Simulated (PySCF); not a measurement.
Ag(NH3)2 (AgH₆N₂), SMILES [NH3]->[Ag+]<-[NH3], charge +1, multiplicity 1.

The structure is a stationary point at PBE-D3(BJ)/def2-SVP. The spin state was assumed, not searched. The isomer is the one that the SMILES or the coordinates give; other isomers of the formula were not compared. The def2 effective core potentials stand for the cores of Ag; spin–orbit coupling is left out.

Computed with HF/def2-TZVPD (PySCF).

Symmetry labels are those of the subgroup C2 that the program uses (full group D3).

Computed valence orbital energies around the gap with their symmetry:
| orbital | symmetry | energy (eV) |
|---|---|---|
| HOMO−7 | A | -22.75 |
| HOMO−6 | A | -21.13 |
| HOMO−5 | A | -18.68 |
| HOMO−4 | B | -18.68 |
| HOMO−3 | A | -18.46 |
| HOMO−2 | B | -18.46 |
| HOMO−1 | B | -18.36 |
| HOMO | A | -15.78 |
| LUMO | A | -2.58 |
| LUMO+1 | A | -1.76 |
| LUMO+2 | B | -1.76 |
| LUMO+3 | B | -1.65 |
